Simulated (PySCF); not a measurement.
SMILES CC(C)[SiH2]c1ccccc1 (C9H14Si), GFN2-xTB optimised geometry. Atoms within 1.6 Å of the plane z = 1.0 Å (x, y, z in Å): Si4 (-1.41, -1.98, -0.05), C5 (-0.44, -0.36, 0.00), C6 (-1.09, 0.87, 0.00), C7 (-0.38, 2.06, 0.00), C8 (1.00, 2.04, 0.00), C9 (1.67, 0.82, 0.00), C10 (0.95, -0.36, 0.00), H18 (-2.75, -1.76, 0.52), H19 (-0.70, -3.00, 0.72), H20 (-2.17, 0.90, 0.01), H21 (-0.91, 3.00, 0.00), H22 (1.56, 2.96, 0.00), H23 (2.75, 0.80, 0.00), H24 (1.48, -1.30, 0.00).

Computed with PySCF 2.14.0 with B3LYP/def2-SVP.

Map of the electron localisation function on the plane z = 1.0 Å:

```
|                             |
|                             |
|                             |
|                             |
|          :=-    .--.        |
|         .=*+.   :**-        |
|          -*+:. .-**-        |
|          .=+=-:-=+-.        |
|           :++++++=.         |
|          .-+*****=.         |
|      .::.:=*+=-=*+-....     |
|      -++==**-  .+*+-=+=.    |
|      :+*++**:  .+*++***.    |
|       .::-+*-..:+*=-=+=.    |
|          .-++==+*+:....     |
|          .-**+***=.         |
|    -#%#-..=*+==++=.         |
|   .%@@@@+:-+=:.:=+-         |
|   -@@@@@%:::.   -*+:        |
|   -@@@@@%--+-.  .=+:        |
|   .%@@@@+=@@@#.   .         |
|    =%%#=:#@@@@#             |
|     .:..:@@@@@@:            |
|         :%@@@@@-            |
|         .*@@@@%.            |
|          .*%%*.             |
|            ..               |
|                             |
|                             |
```
Scale: ten equal steps from 0.000 (start of ' ') to 1.000 (end of '@'), in the order ' .:-=+*#%@'; x runs from -5.50 to 5.50, y from -5.50 (bottom) to 5.50 (top).
